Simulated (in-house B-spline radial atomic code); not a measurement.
Ca⁺. Computed with a B-spline radial atomic code. Model: non-relativistic spherical atom: semilocal Troullier-Martins pseudo-atom, one channel per l, against all electrons, high spin, G0W0 and RPA with empty states to l = 8, local potential for every l without a channel, a model core (radius 0 = none) keeps its share of the functional.

What the tables leave out is listed at the end.

The pseudopotential gives back the lowest level of each angular momentum of its own functional in the configuration it was made in; a second state of the same l is only approximately right. Exact exchange, RPA and GW see the smooth pseudo-orbitals and miss the exchange with the core, for which the functional's share stands in. The column with an uncorrelated core keeps all orbitals and exact exchange, and so separates missing core correlation from pseudisation. Only the three outermost levels and the lowest empty one were computed. RPA here is direct RPA, with no exchange kernel, and its energies carry an (l + 1/2)⁻⁴ tail. A hybrid on a potential with a model core restores only its own semilocal share of the core's exchange.

Command:
```bash
python run_psgw.py task.json out
```
Settings (lengths in bohr, energies in hartree):
```
Z                      20
electrons              19
configuration          [Ar] 4s1
generated_in           [Ar] 4s2
functional             lda,vwn
core_shells            3
radius_factor          1
core_correction        False
ion_configuration      [Ne] 3s2 3p6
```

Cost of the run: 28 s on 1 thread of Arm Neoverse V2, on a shared host.

Given: made with LDA VWN5; model core radius 0 bohr; local radius 1.216 bohr; mean-field start LDA VWN5.

Valence shells of the generating configuration: 3s, 3p, 4s.

Channel: s 1.007, p 1.049, d 2.4 (radii in bohr).

Computed: largest level miss in the spin-unpolarised generating configuration 0.022 eV; valence RPA correlation energy all-electron orbitals -0.50694 hartree; valence RPA correlation energy pseudo -0.5379 hartree; all-electron RPA polarisability, core included 44.966 bohr³; pseudo-atom RPA polarisability 44.398 bohr³; ionisation by mean-field pseudo minus all 0.055 eV; ionisation by RPA pseudo minus all 0.036 eV.

| level | occupied | mean-field all-electron (eV) | mean-field pseudo minus all (eV) | G0W0 all-electron (eV) | G0W0 uncorrelated core minus all (eV) | G0W0 pseudo minus all (eV) | exchange self-energy all-electron (eV) | exchange self-energy pseudo (eV) |
| --- | --- | --- | --- | --- | --- | --- | --- | --- |
| 4s up | 1 | -9.461 | -0.042 | -12.366 | 0.014 | -0.067 | -8.4576 | -8.032 |
| 3d up (empty) | 0 | -8.8489 | -0.015 | -4.4098 | 0.065 | -0.193 | -7.4611 | -6.6066 |

Task: What is the ionisation by mean-field all-electron?

Result: 12.115 eV.

Task: What is the ionisation by RPA all-electron?

Result: 12.449 eV.

Given: mean-field start PBE0.

Computed: valence RPA correlation energy pseudo -0.49677 hartree; all-electron RPA polarisability, core included 39.667 bohr³; pseudo-atom RPA polarisability 39.365 bohr³; ionisation by mean-field all-electron 11.875 eV; ionisation by mean-field pseudo minus all 0.042 eV; ionisation by RPA pseudo minus all 0.046 eV.

```json
{"level": "4s up", "occupied": "1", "mean-field all-electron (eV)": "-9.9147", "mean-field pseudo minus all (eV)": "-0.035", "G0W0 all-electron (eV)": "-12.285", "G0W0 uncorrelated core minus all (eV)": "0.014", "G0W0 pseudo minus all (eV)": "-0.049", "exchange self-energy all-electron (eV)": "-8.1837", "exchange self-energy pseudo (eV)": "-7.8079"}
{"level": "4s down (empty)", "occupied": "0", "mean-field all-electron (eV)": "-7.3449", "mean-field pseudo minus all (eV)": "-0.028", "G0W0 all-electron (eV)": "-6.2355", "G0W0 uncorrelated core minus all (eV)": "0.012", "G0W0 pseudo minus all (eV)": "-0.047", "exchange self-energy all-electron (eV)": "-1.4253", "exchange self-energy pseudo (eV)": "-1.0184"}
```

Task: What is the ionisation by RPA all-electron?

Result: 12.235 eV.

Task: What is the valence RPA correlation energy all-electron orbitals?

Result: -0.46641 hartree.

Given: mean-field start Hartree-Fock.

Computed: valence RPA correlation energy pseudo -0.41211 hartree; all-electron RPA polarisability, core included 29.26 bohr³; pseudo-atom RPA polarisability 29.088 bohr³; ionisation by mean-field pseudo minus all 0.036 eV; ionisation by RPA all-electron 11.984 eV; ionisation by RPA pseudo minus all 0.041 eV.

| level | occupied | mean-field all-electron (eV) | mean-field pseudo minus all (eV) | G0W0 all-electron (eV) | G0W0 uncorrelated core minus all (eV) | G0W0 pseudo minus all (eV) | exchange self-energy all-electron (eV) | exchange self-energy pseudo (eV) |
| --- | --- | --- | --- | --- | --- | --- | --- | --- |
| 4s up | 1 | -11.337 | -0.035 | -12.126 | 0.012 | -0.036 | -7.7657 | -7.4634 |
| 3p down | ? | ? | ? | ? | ? | ? | ? | ? |
| 3p up | 1 | -43.1 | -0.285 | -43.075 | 0.134 | -0.216 | -31.359 | -28.27 |
| 4s down (empty) | 0 | -4.9695 | -0.02 | -5.9062 | 0.008 | -0.022 | -0.78087 | -0.57267 |

Task: What belongs in the row 3p down?

Result: occupied: 1; mean-field all-electron (eV): -42.975; mean-field pseudo minus all (eV): -0.27; G0W0 all-electron (eV): -42.967; G0W0 uncorrelated core minus all (eV): 0.137; G0W0 pseudo minus all (eV): -0.204; exchange self-energy all-electron (eV): -31.306; exchange self-energy pseudo (eV): -28.185.

Task: What is the valence RPA correlation energy all-electron orbitals?

Result: -0.38791 hartree.

Task: What is the ionisation by mean-field all-electron?

Result: 11.315 eV.

Among the listed levels the largest G0W0 shift of the pseudo-atom is -0.22 eV, for 3p up on the Hartree-Fock start, while leaving the core uncorrelated moves that level by +0.13 eV. So pseudisation and the lost core exchange, not the missing core correlation, make the error. Not in the tables (levels of low weight, unsolved or above zero; the highest and the empty levels are kept at any weight): on LDA the G0W0 levels 3p down (pseudo minus all -0.20 eV, weights 0.37 and 0.43), 3p up (pseudo minus all -0.21 eV, weights 0.33 and 0.40); on PBE0 the G0W0 levels 3p down (pseudo minus all -0.28 eV, weights 0.74 and 0.75), 3p up (pseudo minus all -0.29 eV, weights 0.73 and 0.74).
